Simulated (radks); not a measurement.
All-electron atom: Sm2+ in [Xe] 4f6. Calculated with a radial shooting solver on a logarithmic mesh with Libxc functionals: scalar-relativistic Kohn-Sham, SCAN, spin-polarised, spherical densities, finite nucleus; open shells are filled with parallel spins first (spin-orbit coupling, left out, can overturn this in heavy ions); meta-GGA in the generalised Kohn-Sham scheme; Fermi nuclear charge, rms radius 5.0819 fm.

Normalised radial functions P(r) = r R(r), r in bohr:

| r | 5s down | 5p up |
|---|---|---|
| 0.0008098 | 0.0321 | 0.0006 |
| 0.001071 | 0.0405 | 0.0010 |
| 0.001418 | 0.0508 | 0.0015 |
| 0.001876 | 0.0632 | 0.0025 |
| 0.002482 | 0.0777 | 0.0040 |
| 0.003284 | 0.0943 | 0.0065 |
| 0.004345 | 0.1120 | 0.0105 |
| 0.005749 | 0.1293 | 0.0168 |
| 0.007607 | 0.1434 | 0.0266 |
| 0.01006 | 0.1496 | 0.0414 |
| 0.01332 | 0.1414 | 0.0631 |
| 0.01748 | 0.1123 | 0.0921 |
| 0.02313 | 0.0542 | 0.1297 |
| 0.0306 | -0.0332 | 0.1710 |
| 0.04049 | -0.1363 | 0.2044 |
| 0.05357 | -0.2203 | 0.2084 |
| 0.07088 | -0.2302 | 0.1557 |
| 0.09379 | -0.1177 | 0.0287 |
| 0.1241 | 0.1047 | -0.1501 |
| 0.1642 | 0.3124 | -0.2906 |
| 0.2172 | 0.3091 | -0.2644 |
| 0.2874 | 0.0034 | -0.0119 |
| 0.3803 | -0.4015 | 0.3294 |
| 0.5032 | -0.4909 | 0.4578 |
| 0.6658 | -0.0707 | 0.1792 |
| 0.881 | 0.5767 | -0.3702 |
| 1.166 | 0.9600 | -0.8058 |
| 1.542 | 0.8901 | -0.8892 |
| 2.041 | 0.5451 | -0.6621 |
| 2.7 | 0.2212 | -0.3444 |
| 3.573 | 0.0545 | -0.1181 |
| 4.727 | 0.0071 | -0.0245 |

5s down: eigenvalue -55.977 eV, 4 radial nodes at r = 0.0278, 0.110, 0.288, 0.687 bohr, <r> = 1.43 bohr, 90 % of the charge inside 2.07 bohr. 5p up: eigenvalue -37.374 eV, 3 radial nodes at r = 0.0984, 0.290, 0.735 bohr, <r> = 1.64 bohr, 90 % of the charge inside 2.40 bohr.

Empty levels of this run are not shown, since the potential may be unsettled where no density lies.
